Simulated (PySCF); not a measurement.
Level of theory: PySCF, PBE0, basis Se def2-TZVP, F def2-TZVP (no relativity, density fitting). Open shells, if any, are unrestricted.

What shape and geometry does isolated singlet SeF₂ take (every ligand bound to Se)?

Counting electrons, selenium keeps 4 of its valence electrons outside its bonds, so the VSEPR class is AX2E2 and the expected shape is bent (C2v), as computed. The angle of 96° is close to 90°: the heavy centre bonds with nearly pure p orbitals and keeps its lone pair s-like. The lowest minimum found is a singlet of C2v symmetry with Se–F 1.730 Å (×2); F–Se–F 96.5°. Its harmonic wavenumbers are 268 (a1), 691 (b2), 722 (a1) cm⁻¹ and its dipole moment is 1.94 D.
